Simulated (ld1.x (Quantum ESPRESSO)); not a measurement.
## An all-electron radial function and its pseudo partner (Co (Z = 27))

Columns: radius, all-electron u(r) and pseudo u(r) of the 3s shell (level -101.87 eV) of cobalt in the configuration [Ne] 3s2 3p6 3d7 4s2 4p0; LDA (PZ), scalar-relativistic, TM scheme, ld1.x (Quantum ESPRESSO) 7.5.

| r (bohr) | all-electron | pseudo |
| --- | --- | --- |
| 0.068 | 0.0623 | 0.1288 |
| 0.135 | -0.5753 | 0.2577 |
| 0.202 | -0.6388 | 0.3906 |
| 0.270 | -0.2990 | 0.5310 |
| 0.338 | 0.1703 | 0.6767 |
| 0.405 | 0.5971 | 0.8225 |
| 0.473 | 0.9254 | 0.9649 |
| 0.540 | 1.1334 | 1.0874 |
| 0.608 | 1.2411 | 1.1784 |
| 0.675 | 1.2677 | 1.2222 |
| 0.742 | 1.2381 | 1.2157 |
| 0.810 | 1.1704 | 1.1635 |
| 0.878 | 1.0806 | 1.0795 |
| 0.945 | 0.9816 | 0.9815 |
| 1.013 | 0.8783 | 0.8783 |
| 1.080 | 0.7788 | 0.7788 |
| 1.148 | 0.6834 | 0.6834 |
| 1.215 | 0.5968 | 0.5968 |
| 1.283 | 0.5171 | 0.5171 |
| 1.350 | 0.4468 | 0.4468 |
| 1.418 | 0.3837 | 0.3837 |
| 1.485 | 0.3292 | 0.3292 |
| 1.553 | 0.2809 | 0.2809 |
| 1.620 | 0.2397 | 0.2397 |
| 1.688 | 0.2036 | 0.2036 |
| 1.755 | 0.1730 | 0.1730 |

(1) How many radial nodes do the two functions have?

(2) At about which radius was the pseudo-wave matched?

(3) Where does each function peak?

(4) Is the pseudo-wave norm-conserving?

## Answers

(1) The all-electron 3s function has n − l − 1 = 2; the pseudo-wave has 0, since the states of the same l below it are removed with the core.

(2) 1.00 bohr, where the columns begin to agree (steps of 0.07 bohr).

(3) Outermost all-electron maximum near 0.68 bohr, pseudo maximum near 0.68 bohr (to the table’s step).

(4) Yes: the TM scheme keeps the norm inside the radius equal to the all-electron one, which fixes the energy derivative of the logarithmic derivative at the level.
